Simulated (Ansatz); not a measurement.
Coupled-cluster diagnostics for Cu4O⁺ (the lowest doublet isomer of a short search), Ansatz.

Geometry of the doublet (B3LYP-D4/def2-SVP):

Cartesian coordinates in Å:
```
O -0.311 -1.149 -0.433
Cu -1.185 -0.232 0.963
Cu 0.439 1.618 0.610
Cu -0.297 0.437 -1.451
Cu 1.354 -0.674 0.311
```

Correlated methods freeze 37 core orbitals. In CCSD on the charge 1 quartet the largest single amplitude is 0.20, so its Hartree–Fock determinant may place the open shell otherwise than the density functionals do. The structure comes from a short search, and lower isomers may exist.

Geometry of the charge 1 quartet (B3LYP-D4/def2-SVP):

Cartesian coordinates in Å:
```
O -0.9890 0.2358 -0.6802
Cu -0.9731 -0.6753 1.0269
Cu 1.5265 -0.3520 0.6997
Cu -0.0249 1.5202 0.3443
Cu 0.4605 -0.7287 -1.3907
```

(1) Estimate the CCSD(T) correlation energy, the shares of MP2 and (T), T1 and the reference's ⟨S²⟩ for: charge 1, doublet, own geometry in def2-SVP; charge 1, quartet, own geometry in def2-SVP; and the rough time on 4 threads of Intel Xeon Platinum 8259CL on a shared host.

Results:

(1) 
| state | basis | correlation (eV) | MP2 share (%) | (T) share (%) | T1 | ⟨S²⟩ (pure) | wall time | remarks |
| --- | --- | --- | --- | --- | --- | --- | --- | --- |
| charge 1, doublet, own geometry | def2-SVP | -37.079 | 104.2 | 5.1 | 0.046 | 0.82 (0.75) | 86 s | – |
| charge 1, quartet, own geometry | def2-SVP | -35.238 | 101.9 | 5.1 | 0.051 | 3.84 (3.75) | 1.9 min | large T1 (0.051) |
Customary marks for T1 are 0.02 (closed shells), 0.045 (open shells) and about 0.05 (3d metals). T1 exceeds 0.02 in 2 of 2 rows and 0.045 in 2; the higher it lies, the less the single-reference result can be trusted.
